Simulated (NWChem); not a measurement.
System: C$_{2}$H$_{5}$FOSi; SMILES O=CC[SiH2]F

The following NWChem deck was run.

```
start job
memory heap 200 mb stack 900 mb global 1100 mb
geometry units angstroms
  O     -1.988636     1.336884     0.240226
  C     -1.527246     0.228989     0.298641
  C     -0.740864    -0.427329    -0.774347
  Si     1.119962    -0.100637    -0.467510
  F      1.464978    -0.776533     0.951770
  H     -1.634314    -0.384173     1.214802
  H     -0.921027    -1.501124    -0.775305
  H     -1.014044    -0.009954    -1.742098
  H      1.424599     1.309142    -0.315686
  H      1.918235    -0.830469    -1.439205
end
basis spherical
  * library 6-31g*
end
dft
  xc b3lyp
  iterations 150
end
driver
  maxiter 120
end
task dft optimize
task dft freq
```

Excerpt of the output:

```
             Northwest Computational Chemistry Package (NWChem) 7.3.0
             --------------------------------------------------------

 C1  symmetry detected

                             Geometry "geometry" -> ""
                             -------------------------

 Output coordinates in angstroms (scale by  1.889725989 to convert to a.u.)

  No.       Tag          Charge          X              Y              Z
 ---- ---------------- ---------- -------------- -------------- --------------
    1 O                    8.0000     0.32076139    -2.32386642     0.51232390
    2 C                    6.0000     0.36936754    -1.48111831    -0.34274185
    3 C                    6.0000    -0.71928574    -0.52647362    -0.66514030
    4 Si                  14.0000    -0.44880507     1.08303667     0.33479312
    5 F                    9.0000     0.96297728     1.68163463    -0.15385628
    6 H                    1.0000     1.28704157    -1.33452567    -0.94537537
    7 H                    1.0000    -0.71742859    -0.29257423    -1.72852308
    8 H                    1.0000    -1.68120930    -0.95356797    -0.38645645
    9 H                    1.0000    -0.30204252     0.84189252     1.75734059
   10 H                    1.0000    -1.43646756     2.07803319    -0.05068118

 Effective nuclear repulsion energy (a.u.)     223.4163736122

                                Z-matrix (autoz)
                                --------

 Units are Angstrom for bonds and degrees for angles

      Type          Name      I     J     K     L     M      Value
      ----------- --------  ----- ----- ----- ----- ----- ----------
    1 Stretch                  1     2                       1.20155
    2 Stretch                  2     3                       1.48339
    3 Stretch                  2     6                       1.10760
    4 Stretch                  3     4                       1.91404
    5 Stretch                  3     7                       1.08880
    6 Stretch                  3     8                       1.08875
    7 Stretch                  4     5                       1.60942
    8 Stretch                  4     9                       1.45029
    9 Stretch                  4    10                       1.45399
   10 Bend                     1     2     3               125.19469
   11 Bend                     1     2     6               120.89976
   12 Bend                     2     3     4               108.89966
   13 Bend                     2     3     7               110.44220
   14 Bend                     2     3     8               109.89638
   15 Bend                     3     2     6               113.86742
   16 Bend                     3     4     5               106.14699
   17 Bend                     3     4     9               112.76235
   18 Bend                     3     4    10               109.93483
   19 Bend                     4     3     7               109.22862
   20 Bend                     4     3     8               108.72327
   21 Bend                     5     4     9               105.71696
   22 Bend                     5     4    10               105.12027
   23 Bend                     7     3     8               109.61928
   24 Bend                     9     4    10               116.26788
   25 Torsion                  1     2     3     4          92.74649
   26 Torsion                  1     2     3     7        -147.31210
   27 Torsion                  1     2     3     8         -26.24891
   28 Torsion                  2     3     4     5          61.86673
   29 Torsion                  2     3     4     9         -53.43023
   30 Torsion                  2     3     4    10         175.06240
   31 Torsion                  4     3     2     6         -85.01402
   32 Torsion                  5     4     3     7         -58.82337
   33 Torsion                  5     4     3     8        -178.40721
   34 Torsion                  6     2     3     7          34.92739
   35 Torsion                  6     2     3     8         155.99058
   36 Torsion                  7     3     4     9        -174.12033
   37 Torsion                  7     3     4    10          54.37230
   38 Torsion                  8     3     4     9          66.29583
   39 Torsion                  8     3     4    10         -65.21153

                           NWChem Geometry Optimization
                           ----------------------------

 maximum gradient threshold         (gmax) =   0.000450
 rms gradient threshold             (grms) =   0.000300
 maximum cartesian step threshold   (xmax) =   0.001800
 rms cartesian step threshold       (xrms) =   0.001200
 fixed trust radius                (trust) =   0.300000
 source of zmatrix                         =   autoz

          -------------------
          Energy Minimization
          -------------------

 Using diagonal initial Hessian
 Scaling for Hessian diagonals: bonds = 1.00  angles = 0.25  torsions = 0.10

          --------
          Step   0

                                 NWChem DFT Module
                                 -----------------

 Summary of "ao basis" -> "ao basis" (spherical)
 ------------------------------------------------------------------------------
       Tag                 Description            Shells   Functions and Types
 ---------------- ------------------------------  ------  ---------------------
 O                           6-31g*                  6       14   3s2p1d
 C                           6-31g*                  6       14   3s2p1d
 Si                          6-31g*                  8       18   4s3p1d
 F                           6-31g*                  6       14   3s2p1d
 H                           6-31g*                  2        2   2s

            General Information
            -------------------
          SCF calculation type: DFT
          Wavefunction type:  closed shell.
          No. of atoms     :    10
          No. of electrons :    48
           Alpha electrons :    24
            Beta electrons :    24
          Charge           :     0
          Spin multiplicity:     1
          Use of symmetry is: off; symmetry adaption is: off
          Maximum number of iterations: 150
          AO basis - number of functions:    84
                     number of shells:    42
          Convergence on energy requested:  1.00D-06
          Convergence on density requested:  1.00D-05
          Convergence on gradient requested:  5.00D-04

              XC Information
              --------------
                         B3LYP Method XC Potential
                     Hartree-Fock (Exact) Exchange  0.200
                        Slater Exchange Functional  0.800 local
                    Becke 1988 Exchange Functional  0.720 non-local
              Lee-Yang-Parr Correlation Functional  0.810
                  VWN I RPA Correlation Functional  0.190 local

             Grid Information
             ----------------
          Grid used for XC integration:  medium
          Radial quadrature: Mura-Knowles
          Angular quadrature: Lebedev.
          Tag              B.-S. Rad. Rad. Pts. Rad. Cut. Ang. Pts.
          ---              ---------- --------- --------- ---------
          O                   0.60       49          11.0       434
          C                   0.70       49          10.0       434
          Si                  1.10       88           9.0       590
          F                   0.50       49          10.0       434
          H                   0.35       45          11.0       434
          Grid pruning is: on
          Number of quadrature shells:   509
          Spatial weights used:  Erf1

      Superposition of Atomic Density Guess
      -------------------------------------

 Sum of atomic energies:        -540.75566277

      Non-variational initial energy
      ------------------------------

 Total energy =    -542.790943
 1-e energy   =   -1190.559428
 2-e energy   =     424.352111
 HOMO         =      -0.317774
 LUMO         =      -0.009783

[...]

      ----------------------
      Optimization converged
      ----------------------

  Step       Energy      Delta E   Gmax     Grms     Xrms     Xmax
  ---- ---------------- -------- -------- -------- -------- --------
@   17    -543.82028002 -1.7D-08  0.00001  0.00000  0.00018  0.00064
                                     ok       ok       ok       ok

                                Z-matrix (autoz)
                                --------

 Units are Angstrom for bonds and degrees for angles

      Type          Name      I     J     K     L     M      Value     Gradient
      ----------- --------  ----- ----- ----- ----- ----- ---------- ----------
    1 Stretch                  1     2                       1.21213   -0.00000
    2 Stretch                  2     3                       1.50552   -0.00000
    3 Stretch                  2     6                       1.11252   -0.00001
    4 Stretch                  3     4                       1.89509    0.00001
    5 Stretch                  3     7                       1.09735   -0.00000
    6 Stretch                  3     8                       1.09797    0.00000
    7 Stretch                  4     5                       1.61701   -0.00000
    8 Stretch                  4     9                       1.48162   -0.00001
    9 Stretch                  4    10                       1.48474    0.00000
   10 Bend                     1     2     3               124.22999   -0.00000
   11 Bend                     1     2     6               120.68820   -0.00000
   12 Bend                     2     3     4               112.62035    0.00000
   13 Bend                     2     3     7               110.88267    0.00000
   14 Bend                     2     3     8               109.20380   -0.00000
   15 Bend                     3     2     6               115.06017    0.00000
   16 Bend                     3     4     5               109.39597   -0.00000
   17 Bend                     3     4     9               110.14277    0.00000
   18 Bend                     3     4    10               108.76028    0.00000
   19 Bend                     4     3     7               108.38768   -0.00000
   20 Bend                     4     3     8               106.31249    0.00000
   21 Bend                     5     4     9               108.82782    0.00000
   22 Bend                     5     4    10               108.60849    0.00000
   23 Bend                     7     3     8               109.29323   -0.00000
   24 Bend                     9     4    10               111.07458   -0.00000
   25 Torsion                  1     2     3     4          90.81545   -0.00000
   26 Torsion                  1     2     3     7        -147.53461   -0.00000
   27 Torsion                  1     2     3     8         -27.04672   -0.00000
   28 Torsion                  2     3     4     5          65.86627   -0.00000
   29 Torsion                  2     3     4     9         -53.70941   -0.00000
   30 Torsion                  2     3     4    10        -175.65286    0.00000
   31 Torsion                  4     3     2     6         -87.49719   -0.00000
   32 Torsion                  5     4     3     7         -57.18905   -0.00000
   33 Torsion                  5     4     3     8        -174.58055   -0.00000
   34 Torsion                  6     2     3     7          34.15275   -0.00000
   35 Torsion                  6     2     3     8         154.64064   -0.00000
   36 Torsion                  7     3     4     9        -176.76473   -0.00000
   37 Torsion                  7     3     4    10          61.29182   -0.00000
   38 Torsion                  8     3     4     9          65.84377   -0.00000
   39 Torsion                  8     3     4    10         -56.09968    0.00000

                         Geometry "geometry" -> "geometry"
                         ---------------------------------

 Output coordinates in angstroms (scale by  1.889725989 to convert to a.u.)

[...]

 Rotational Constants
 --------------------
 A=   0.284666 cm-1  (  0.409562 K)
 B=   0.068151 cm-1  (  0.098052 K)
 C=   0.063953 cm-1  (  0.092012 K)

 Temperature                      =   298.15K
 frequency scaling parameter      =   1.0000

 Zero-Point correction to Energy  =   42.022 kcal/mol  (  0.066967 au)
 Thermal correction to Energy     =   46.081 kcal/mol  (  0.073434 au)
 Thermal correction to Enthalpy   =   46.673 kcal/mol  (  0.074378 au)

 Total Entropy                    =   81.602 cal/mol-K
   - Translational                =   39.452 cal/mol-K (mol. weight =  92.0094)
   - Rotational                   =   26.655 cal/mol-K (symmetry #  =        1)
   - Vibrational                  =   15.495 cal/mol-K

 Cv (constant volume heat capacity) =   20.895 cal/mol-K
   - Translational                  =    2.979 cal/mol-K
   - Rotational                     =    2.979 cal/mol-K
   - Vibrational                    =   14.937 cal/mol-K

[normal modes left out]

 ----------------------------------------------------------------------------
 Normal Eigenvalue ||           Projected Infra Red Intensities
  Mode   [cm**-1]  || [atomic units] [(debye/angs)**2] [(KM/mol)] [arbitrary]
 ------ ---------- || -------------- ----------------- ---------- -----------
    1       -0.000 ||    0.000148           0.003         0.144       0.030
    2       -0.000 ||    0.001940           0.045         1.891       0.398
    3        0.000 ||    0.000986           0.023         0.961       0.202
    4        0.000 ||    0.000615           0.014         0.600       0.126
    5        0.000 ||    0.000524           0.012         0.511       0.108
    6        0.000 ||    0.000009           0.000         0.009       0.002
    7       44.632 ||    0.005759           0.133         5.614       1.181
    8       81.193 ||    0.008307           0.192         8.098       1.704
    9      166.738 ||    0.004312           0.099         4.204       0.885
   10      298.641 ||    0.002591           0.060         2.526       0.532
   11      485.811 ||    0.016605           0.383        16.188       3.406
   12      568.421 ||    0.011181           0.258        10.900       2.294
   13      653.021 ||    0.009190           0.212         8.959       1.885
   14      749.008 ||    0.036656           0.846        35.734       7.520
   15      813.033 ||    0.062633           1.445        61.058      12.849
   16      874.729 ||    0.025534           0.589        24.892       5.238
   17      929.786 ||    0.277626           6.405       270.643      56.953
   18      962.281 ||    0.034990           0.807        34.110       7.178
   19      988.518 ||    0.106136           2.449       103.467      21.773
   20     1043.097 ||    0.113123           2.610       110.278      23.206
   21     1180.944 ||    0.010306           0.238        10.047       2.114
   22     1200.577 ||    0.100653           2.322        98.122      20.648
   23     1437.145 ||    0.008943           0.206         8.718       1.835
   24     1462.379 ||    0.014339           0.331        13.978       2.942
   25     1823.922 ||    0.188437           4.347       183.698      38.656
   26     2273.252 ||    0.146880           3.389       143.186      30.131
   27     2295.171 ||    0.143166           3.303       139.566      29.369
   28     2916.591 ||    0.124168           2.865       121.046      25.472
   29     3049.893 ||    0.001568           0.036         1.529       0.322
   30     3110.211 ||    0.005076           0.117         4.949       1.041
 ----------------------------------------------------------------------------
```

Level: B3LYP/6-31G* (spherical d).
